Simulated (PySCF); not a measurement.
Molfile (atoms numbered from 1):
```
C7H9
     RDKit          3D

 16 15  0  0  0  0  0  0  0  0999 V2000
    4.8487    0.7620   -0.1430 C   0  0  0  0  0  0  0  0  0  0  0  0
    3.4462    0.4665   -0.1426 C   0  0  0  0  0  0  0  0  0  0  0  0
    2.2444    0.2112   -0.1289 C   0  0  0  0  0  0  0  0  0  0  0  0
    0.9078   -0.1180   -0.1359 C   0  0  0  0  0  0  0  0  0  0  0  0
   -0.1245    0.7171    0.3088 C   0  0  0  0  0  0  0  0  0  0  0  0
   -1.4277    0.2753    0.2532 C   0  0  0  0  0  0  0  0  0  0  0  0
   -2.6020    1.0325    0.6798 C   0  0  0  0  0  0  0  0  0  0  0  0
    5.0362    1.8463   -0.1322 H   0  0  0  0  0  0  0  0  0  0  0  0
    5.3503    0.2943   -1.0051 H   0  0  0  0  0  0  0  0  0  0  0  0
    5.2962    0.3284    0.7706 H   0  0  0  0  0  0  0  0  0  0  0  0
    0.6422   -1.1133   -0.5215 H   0  0  0  0  0  0  0  0  0  0  0  0
    0.1121    1.7120    0.6969 H   0  0  0  0  0  0  0  0  0  0  0  0
   -1.6042   -0.7331   -0.1463 H   0  0  0  0  0  0  0  0  0  0  0  0
   -3.1573    0.4489    1.4385 H   0  0  0  0  0  0  0  0  0  0  0  0
   -3.3108    1.1136   -0.1662 H   0  0  0  0  0  0  0  0  0  0  0  0
   -2.3685    2.0303    1.0704 H   0  0  0  0  0  0  0  0  0  0  0  0
  1  2  1  0
  2  3  3  0
  3  4  1  0
  4  5  2  0
  5  6  1  0
  6  7  1  0
  1  8  1  0
  1  9  1  0
  1 10  1  0
  4 11  1  0
  5 12  1  0
  6 13  1  0
  7 14  1  0
  7 15  1  0
  7 16  1  0
M  CHG  1   6   1
M  END
```

Geometry: PBE0-D3(BJ)/def2-SVP; GIAO shifts from PySCF, gas phase, non-relativistic, averaged over equivalent atoms.

At HF/pcSseg-1 (164 basis functions, 13 s wall time on 1 thread of an Arm Neoverse N1, shared host):
| atoms | δ (ppm) |
| --- | --- |
| C6 | 232.2 |
| C2 | 228.3 |
| C4 | 209.1 |
| C5 | 142.0 |
| C3 | 65.6 |
| C7 | 26.6 |
| C1 | 10.3 |
| H13 | 9.20 |
| H11 | 8.51 |
| H12 | 7.58 |
| H8/H9/H10 | 3.47 |
| H14/H15/H16 | 3.23 |

References, each an isolated molecule treated in the same way: TMS for ¹³C (σ = 190.85 ppm) and ¹H (σ = 31.69 ppm).

**Question.** Estimate the result of repeating the calculation with PBE0/pcSseg-1.

**Answer.** 
| atoms | δ at PBE0/pcSseg-1 | change |
| --- | --- | --- |
| C6 | 227.0 | -5.2 |
| C2 | 226.2 | -2.1 |
| C4 | 194.2 | -14.9 |
| C5 | 152.1 | +10.1 |
| C3 | 109.5 | +43.9 |
| C7 | 34.4 | +7.8 |
| C1 | 17.3 | +7.0 |
| H13 | 8.86 | -0.34 |
| H11 | 8.10 | -0.41 |
| H12 | 7.63 | +0.05 |
| H8/H9/H10 | 3.62 | +0.15 |
| H14/H15/H16 | 3.36 | +0.13 |

Chemical shifts δ = σref − σ; ¹³C (σref 184.41), ¹H (σref 31.27) vs TMS, all at this level.

The largest change is at C3 (alkyne carbon). Cost: 164 basis functions, 41 s wall time on 1 thread of an Arm Neoverse N1, shared host. The order of the carbon signals is the same at both levels.
